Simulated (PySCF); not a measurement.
trans-dichloroethylene (C2H2Cl2), SMILES Cl/C=C/Cl. The structure is a stationary point at PBE-D3(BJ)/def2-SVP.

Method: PySCF with PBE-D3(BJ)/def2-SVP.

Harmonic wavenumbers (cm⁻¹): 210, 229, 346, 744, 823, 841, 880, 1154, 1229, 1606, 3143, 3148. Rotational constants (GHz): 52.13, 1.495, 1.454; symmetry number 2.

### Question
Work out the zero-point energy and the ideal-gas rigid-rotor harmonic-oscillator thermochemistry at 298.15 K and 1 atm.

### Answer
ZPE = ½ Σ hcν = ½ × 14355 cm⁻¹ = 85.86 kJ/mol. H − E(el) = 100.40 kJ/mol. Entropy in J/(mol K): translation 165.79, rotation 100.73, vibration 25.02, total 291.55. G − E(el) = 13.47 kJ/mol. Cp = 67.37 J/(mol K).
